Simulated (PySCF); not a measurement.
Input of a run (PBE0-D3(BJ)/def2-SVP geometry optimisation, gas phase (PySCF 2.14.0)), started from GFN2-xTB:
```
{"job": {"xc": "PBE0", "basis": "def2-SVP", "d3": "d3bj", "grid": 1, "shake": 0.01, "kind": "geom"}, "charge": 0, "multiplicity": 1}
F      2.267270    -1.338390    -0.854900
C      2.423840    -0.114630    -0.301450
F      3.698150    -0.066130     0.077660
F      2.330850     0.793700    -1.284220
C      1.481670     0.140700     0.863620
N      0.103800     0.093500     0.443140
B     -0.568960    -1.165080     0.455380
N     -1.878490    -1.193950    -0.059270
B     -2.562370    -0.058840    -0.558770
N     -1.841540     1.152350    -0.538690
B     -0.530530     1.265210    -0.046510
H      1.707260    -0.615990     1.633800
H      1.709510     1.145450     1.262380
H     -0.080920    -2.118810     0.902540
H     -2.383650    -2.094040    -0.050180
H     -3.651960    -0.115850    -0.995870
H     -2.281630     1.998130    -0.906340
H      0.030170     2.304630    -0.028060
```

Output (energies in Eh, forces in Eh/bohr):
```
step   0  E = -617.90911375  max force = 0.026560
step   1  E = -617.91408543  max force = 0.011229
step   2  E = -617.91460344  max force = 0.004128
step   3  E = -617.91480767  max force = 0.002725
step   4  E = -617.91485010  max force = 0.002076
step   5  E = -617.91492151  max force = 0.000365
step   6  E = -617.91494342  max force = 0.000753
step   7  E = -617.91497232  max force = 0.000635
step   8  E = -617.91498483  max force = 0.000335
optimisation converged
```

Question: Summarise the run.

Answer: The energy falls by 0.160 eV over 9 energy and gradient evaluations, the largest force component goes from 0.0266 to 3.4e-04 Eh/bohr, and the atoms move by 0.036 Å rms after alignment. The bond that changes most is B7–H14 (three-coordinate boron to B–H hydrogen), which lengthens by 0.047 Å. Bonds longer at the end by more than 0.005 Å: 10 of 18; shorter: 4. Among the angles that change most is F3–C2–F4, from 104.5° to 107.7°. The energy never rose by more than 1e-6 Eh on the way. The first step brought 85 % of the lowering.

Question: What are the final bond lengths?

Answer: F1–C2 1.335 Å, C2–F3 1.336 Å, C2–F4 1.336 Å, C2–C5 1.515 Å, C5–N6 1.441 Å, N6–B7 1.436 Å, B7–N8 1.422 Å, N8–B9 1.426 Å, B9–N10 1.426 Å, N10–B11 1.422 Å, N6–B11 1.436 Å, C5–H12 1.100 Å, C5–H13 1.100 Å, B7–H14 1.208 Å, N8–H15 1.011 Å, B9–H16 1.208 Å, N10–H17 1.011 Å, B11–H18 1.208 Å. Numbering counts from 1 in the input's order; the species is `FC(F)(F)CN1BNBNB1`.

The run used 189 basis functions and 58 SCF cycles in all. Time: 4.9 min wall; peak memory 0.83 GiB. Hardware: one thread, Arm Neoverse N1 (aarch64) (shared host).

Whether it is a minimum is left open (no frequencies). The numbers are those of one conformer.
